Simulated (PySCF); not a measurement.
A series of related molecules.

All values: CAM-B3LYP/def2-SVPD (PySCF) at GFN2-xTB geometries, gas phase, one conformer each. Core orbitals are frozen in the response; Δα² is half the sum of the squared differences of the principal polarisabilities.

Question: Rank by polarisability anisotropy Δα, lowest first.
A. `[CH3:1][C@@:2]([SiH3:3])([Cl:4])[CH2:5][F:6]` with C1–C2–C5–F6 71°
B. `[CH3:1][C@@:2]([SiH3:3])([Cl:4])[CH2:5][OH:6]` with C1–C2–C5–O6 168°, C2–C5–O6–H 64°
C. `[CH3:1][C@@:2]([SiH3:3])([Cl:4])[CH2:5][O:6][SiH3:7]` with C1–C2–C5–O6 87°, C2–C5–O6–Si7 -162°
D. `[CH3:1][C@:2]([SiH3:3])([Cl:4])[CH2:5][C:6]#[N:7]` with C1–C2–C5–C6 -64°
E. `[CH3:1][C@:2]([SiH3:3])([Cl:4])[CH2:5][C:6](=[O:7])[OH:8]` with C1–C2–C5–C6 -70°, C2–C5–C6–O7 112°, C5–C6–O8–H 179°

Answer: B (0.96 Å³), A (1.39 Å³), C (2.68 Å³), E (2.99 Å³), D (3.33 Å³).

Question: Rank by HOMO energy, highest first.
A. `C[C@@]([SiH3])(CCCl)Cl`
B. `[SiH3]OC[C@@](Cl)([SiH3])C`
C. `C[C@]([SiH3])(Cl)CC#N`
D. `C[C@@]([SiH3])(Cl)CO`

Answer: B (-9.27 eV), D (-9.43 eV), A (-9.56 eV), C (-9.80 eV).

Question: Rank by dipole moment, lowest first.
A. `[CH3:1][C@:2]([SiH3:3])([Cl:4])[CH2:5][CH2:6][Cl:7]` with C1–C2–C5–C6 176°, C2–C5–C6–Cl7 179°
B. `CC(C)([SiH3])Cl`
C. `[CH3:1][C@@:2]([SiH3:3])([Cl:4])[CH2:5][F:6]` with C1–C2–C5–F6 71°
D. `[CH3:1][C@@:2]([SiH3:3])([Cl:4])[CH2:5][OH:6]` with C1–C2–C5–O6 168°, C2–C5–O6–H 64°
E. `[CH3:1][C@:2]([SiH3:3])([Cl:4])[CH2:5][C:6](=[O:7])[OH:8]` with C1–C2–C5–C6 -70°, C2–C5–C6–O7 112°, C5–C6–O8–H 179°

Answer: C (0.60 D), D (1.47 D), E (1.81 D), B (2.05 D), A (2.36 D).

All values together:

```
                    SMILES                    change      formula  μ (D)  HOMO (eV)  LUMO (eV)  α (Å³)  Δα (Å³)  electrons  α per electron (Å³)
           CC(C)([SiH3])Cl                    parent     C3H9ClSi   2.05      -9.26       1.06   11.57     1.34         58                0.200
  C[C@]([SiH3])(Cl)CC(=O)O   H on C replaced by COOH   C4H9ClO2Si   1.81      -9.51       0.45   13.98     2.99         80                0.175
C[C@@]([SiH3])(Cl)CO[SiH3]  H on C replaced by OSiH3  C3H11ClOSi2   2.22      -9.27       0.76   15.67     2.68         82                0.191
     C[C@]([SiH3])(Cl)CCCl  H on C replaced by CH2Cl   C4H10Cl2Si   2.36      -9.56       0.93   15.25     2.70         82                0.186
      C[C@@]([SiH3])(Cl)CO     H on C replaced by OH    C3H9ClOSi   1.47      -9.43       1.00   12.12     0.96         66                0.184
     C[C@]([SiH3])(Cl)CC#N     H on C replaced by CN    C4H8ClNSi   1.90      -9.80       0.54   13.31     3.33         70                0.190
      C[C@@]([SiH3])(Cl)CF      H on C replaced by F    C3H8ClFSi   0.60      -9.56       0.98   11.55     1.39         66                0.175
```

Conformers: `[CH3:1][C@:2]([SiH3:3])([Cl:4])[CH2:5][C:6](=[O:7])[OH:8]` with C1–C2–C5–C6 -70°, C2–C5–C6–O7 112°, C5–C6–O8–H 179°; `[CH3:1][C@@:2]([SiH3:3])([Cl:4])[CH2:5][O:6][SiH3:7]` with C1–C2–C5–O6 87°, C2–C5–O6–Si7 -162°; `[CH3:1][C@:2]([SiH3:3])([Cl:4])[CH2:5][CH2:6][Cl:7]` with C1–C2–C5–C6 176°, C2–C5–C6–Cl7 179°; `[CH3:1][C@@:2]([SiH3:3])([Cl:4])[CH2:5][OH:6]` with C1–C2–C5–O6 168°, C2–C5–O6–H 64°; `[CH3:1][C@:2]([SiH3:3])([Cl:4])[CH2:5][C:6]#[N:7]` with C1–C2–C5–C6 -64°; `[CH3:1][C@@:2]([SiH3:3])([Cl:4])[CH2:5][F:6]` with C1–C2–C5–F6 71°.

Q: Give the shifts from the parent, `CC(C)([SiH3])Cl`.

A: 
```tsv
SMILES	change in μ (D)	change in HOMO (eV)	change in LUMO (eV)	change in mean α (Å³)
C[C@]([SiH3])(Cl)CC(=O)O	-0.24	-0.25	-0.61	+2.41
C[C@@]([SiH3])(Cl)CO[SiH3]	+0.17	-0.01	-0.30	+4.10
C[C@]([SiH3])(Cl)CCCl	+0.31	-0.30	-0.13	+3.68
C[C@@]([SiH3])(Cl)CO	-0.58	-0.17	-0.06	+0.55
C[C@]([SiH3])(Cl)CC#N	-0.15	-0.54	-0.52	+1.74
C[C@@]([SiH3])(Cl)CF	-1.45	-0.30	-0.08	-0.02
```

Q: How closely does the mean polarisability follow the number of electrons in this set?

A: The correlation coefficient is 0.94; α per electron runs from 0.175 to 0.200 Å³.
